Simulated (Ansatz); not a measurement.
`CB(O)Br` + `BB(C)OC` → `COB(C)Br` + `BB(C)O`  (redistribution)

Program: Ansatz. Geometries: PBE0-D4/def2-TZVP. ΔE: electronic, gas phase. CBS: MP2 limit from def2 TZ/QZ plus the TZ coupled-cluster correction, frozen cores. DFT in def2-TZVPP. For Br outer-core shells are correlated without core-valence functions, which leaves a few kJ/mol of doubt a bond. Scalar relativity is left out up to krypton. Each species was taken in one conformer, which may not be the lowest.

```json
{"species": "`CB(O)Br`", "PBE energy (Eh)": "-2714.34119"}
{"species": "`BB(C)OC`", "PBE energy (Eh)": "-205.73869"}
{"species": "`COB(C)Br`", "PBE energy (Eh)": "-2753.59273"}
{"species": "`BB(C)O`", "PBE energy (Eh)": "-166.48588"}
```

Q: Work out ΔE.

A: ΔE = (-2753.59273) + (-166.48588) − (-2714.34119) − (-205.73869) = 0.00127 Eh = +3.3 kJ/mol. CCSD(T)/CBS gives +2.2 kJ/mol.

Largest T1 diagnostic among the species: 0.013.
